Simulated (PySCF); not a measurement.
PySCF input (BP86/6-31G* (5d)):

```python
from pyscf import gto, dft

mol = gto.M(
    atom='''
    F     1.72715667   -0.68083241    0.03696662
    S     0.19289089    0.32406552    0.04439435
    F    -1.42173473    1.19395524    0.03332705
    F    -0.64833907   -1.08923931   -0.14921696
    ''',
    basis='6-31g*',
    charge=-1,
    spin=0,
    verbose=4,
)

mf = dft.RKS(mol, xc='bp86')
mf.grids.level = 3
mf.conv_tol = 1e-9
mf.max_cycle = 100
mf.max_memory = 1500
mf.kernel()
if not mf.converged:
    mf = mf.newton()
    mf.kernel(mf.make_rdm1())
mf.dip_moment()
```

Output:

```
PySCF version 2.14.0

[INPUT] verbose = 4
[INPUT] num. atoms = 4
[INPUT] num. electrons = 44
[INPUT] charge = -1
[INPUT] spin (= nelec alpha-beta = 2S) = 0
[INPUT] symmetry False subgroup None
[INPUT] Mole.unit = angstrom
[INPUT] Symbol           X                Y                Z      unit          X                Y                Z       unit  Magmom
[INPUT]  1 F      1.727156670000  -0.680832410000   0.036966620000 AA    3.263853080516  -1.286586791628   0.069856787551 Bohr   0.0
[INPUT]  2 S      0.192890890000   0.324065520000   0.044394350000 AA    0.364510954024   0.612395079215   0.083893162978 Bohr   0.0
[INPUT]  3 F     -1.421734730000   1.193955240000   0.033327050000 AA   -2.686689261482   2.256248408589   0.062978997040 Bohr   0.0
[INPUT]  4 F     -0.648339070000  -1.089239310000  -0.149216960000 AA   -1.225183278155  -2.058363980010  -0.281979187540 Bohr   0.0

nuclear repulsion = 176.265074030834
number of shells = 26
number of NR pGTOs = 132
number of NR cGTOs = 60
basis = 6-31g*
ecp = {}

******** <class 'pyscf.dft.rks.RKS'> ********
method = RKS
initial guess = minao
damping factor = 0
level_shift factor = 0
DIIS = <class 'pyscf.scf.diis.CDIIS'>
diis_start_cycle = 1
diis_space = 8
diis_damp = 0
SCF conv_tol = 1e-09
SCF conv_tol_grad = None
SCF max_cycles = 100
direct_scf = True
direct_scf_tol = 1e-13
XC library pyscf.dft.libxc version 7.1.2
    S. Lehtola, C. Steigemann, M. J. T. Oliveira, and M. A. L. Marques,  SoftwareX 7, 1–5 (2018)
XC functionals = bp86
    A. D. Becke,  Phys. Rev. A 38, 3098 (1988)
    J. P. Perdew,  Phys. Rev. B 33, 8822 (1986)
    J. P. Perdew,  Phys. Rev. B 34, 7406–7406 (1986)
radial grids:
    Treutler-Ahlrichs [JCP 102, 346 (1995); DOI:10.1063/1.469408] (M4) radial grids

becke partition: Becke, JCP 88, 2547 (1988); DOI:10.1063/1.454033
pruning grids: <function nwchem_prune>
grids dens level: 3
symmetrized grids: False
atomic radii adjust function: <function treutler_atomic_radii_adjust>
small_rho_cutoff = 0
Set gradient conv threshold to 3.16228e-05
Initial guess from minao.
tot grids = 61672
init E= -697.819859727828
  HOMO = -0.237665201616743  LUMO = -0.10075678399852  gap/eV = 3.72547
cycle= 1 E= -697.516627768843  delta_E= 0.303  |g|= 1.08  |ddm|= 2.16
  HOMO = 0.160333694306102  LUMO = 0.21454946310926  gap/eV = 1.47529
cycle= 2 E= -696.636284230959  delta_E= 0.88  |g|= 2.42  |ddm|= 2.29
  HOMO = 0.0930227938270289  LUMO = 0.21650919936911  gap/eV = 3.36024
cycle= 3 E= -697.684856014552  delta_E= -1.05  |g|= 0.342  |ddm|= 1.92
  HOMO = 0.0648017037412769  LUMO = 0.175410295248803  gap/eV = 3.00981
cycle= 4 E= -697.705521849024  delta_E= -0.0207  |g|= 0.146  |ddm|= 0.358
  HOMO = 0.05514517095598  LUMO = 0.170361568286657  gap/eV = 3.13520
cycle= 5 E= -697.708401483613  delta_E= -0.00288  |g|= 0.0543  |ddm|= 0.148
  HOMO = 0.0613101085944159  LUMO = 0.175600382369288  gap/eV = 3.11000
cycle= 6 E= -697.709145021684  delta_E= -0.000744  |g|= 0.00563  |ddm|= 0.0627
  HOMO = 0.0612604338850242  LUMO = 0.175707878605392  gap/eV = 3.11427
cycle= 7 E= -697.709151522234  delta_E= -6.5e-06  |g|= 0.000893  |ddm|= 0.00492
  HOMO = 0.0612822548794081  LUMO = 0.175769432385245  gap/eV = 3.11535
cycle= 8 E= -697.709151758201  delta_E= -2.36e-07  |g|= 0.000173  |ddm|= 0.00127
  HOMO = 0.0612721965088845  LUMO = 0.175756198276904  gap/eV = 3.11527
cycle= 9 E= -697.70915176538  delta_E= -7.18e-09  |g|= 5.49e-05  |ddm|= 0.000205
  HOMO = 0.0612716564839579  LUMO = 0.175755285618734  gap/eV = 3.11526
cycle= 10 E= -697.709151765613  delta_E= -2.33e-10  |g|= 4.2e-05  |ddm|= 7.52e-05
  HOMO = 0.0612722289598455  LUMO = 0.175755564198909  gap/eV = 3.11525
cycle= 11 E= -697.709151765956  delta_E= -3.43e-10  |g|= 1.74e-06  |ddm|= 3.45e-05
  HOMO = 0.0612722497447309  LUMO = 0.175755774128773  gap/eV = 3.11526
Extra cycle  E= -697.709151765954  delta_E= 1.82e-12  |g|= 3.81e-06  |ddm|= 3.87e-06
converged SCF energy = -697.709151765954

WARN: System has nonzero charge -1; the dipole moment is origin-dependent.
Location of origin: [0. 0. 0.]

Dipole moment(X, Y, Z, Debye): -0.07355, -0.12348, -0.01692
```

The dipole moment of an ion depends on the origin.
